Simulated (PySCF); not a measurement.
Stationary points of TeH6

Level of theory: PySCF, PBE0, basis Te def2-TZVP with ECP28, H def2-TZVP (scalar-relativistic core potentials, no spin–orbit coupling, density fitting).

Relaxations began from a few typed shapes. The search is not exhaustive: other isomers or separated fragments can lie lower, and high-lying points may rest on an excited occupation.

| spin | group | bonds | angles | imaginary modes (cm⁻¹) | ΔE (kJ/mol) | ΔE with ZPE (kJ/mol) |
| --- | --- | --- | --- | --- | --- | --- |
| singlet | Oh | Te–H 1.733 Å (×6) | H–Te–H 90.0° (×12), H–Te–H 180.0° (×3) | none | 0.0 | 0.0 |
| singlet | D3h | Te–H 1.749 Å (×6) | H–Te–H 81.8° (×9), H–Te–H 135.6° (×6) | 823i | 157.0 | – |

The lowest minimum found is the singlet Oh: Te–H 1.733 Å (×6); H–Te–H 90.0° (×12), H–Te–H 180.0° (×3).

Counting electrons, tellurium keeps none of its valence electrons outside its bonds, so the VSEPR class is AX6 and the expected shape is octahedral (Oh), as computed.
